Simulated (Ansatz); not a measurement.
Calculated with Ansatz (gas phase, PBE0-D4/def2-TZVP geometries, no zero-point term in ΔE). CCSD(T)/CBS adds triple-zeta CCSD(T) − MP2 to the extrapolated MP2 energy (def2 sets, frozen cores). Functionals use def2-TZVPP. B3LYP here is the variant with VWN-RPA as its local correlation; programs differ in this. Each species was taken in one conformer, which may not be the lowest.

Consider the ligand exchange at the Si–O bond: `C[CH2][AlH][O][SiH3]` + `[SiH3]C#CS` → `[SiH3]C#CS[SiH3]` + `C[CH2][AlH][OH]`.

```csv
species,B3LYP energy (Eh)
`C[CH2][AlH][O][SiH3]`,-689.00454
`[SiH3]C#CS`,-766.33122
`[SiH3]C#CS[SiH3]`,-1057.07831
`C[CH2][AlH][OH]`,-398.23672
```

Question: Work out ΔE.

Answer: ΔE = (-1057.07831) + (-398.23672) − (-689.00454) − (-766.33122) = 0.02073 Eh = +54.4 kJ/mol. CCSD(T)/CBS gives +48.8 kJ/mol.

Largest T1 diagnostic among the species: 0.013.

In def2-TZVPP, CCSD(T) changes the Hartree–Fock value by −22.7 kJ/mol (the triples alone add −4.7 kJ/mol) and MP2 by −27.8 kJ/mol. From PBE to PBE0 (25 % exact exchange), in def2-TZVPP and without D4, ΔE moves by +6.2 kJ/mol.
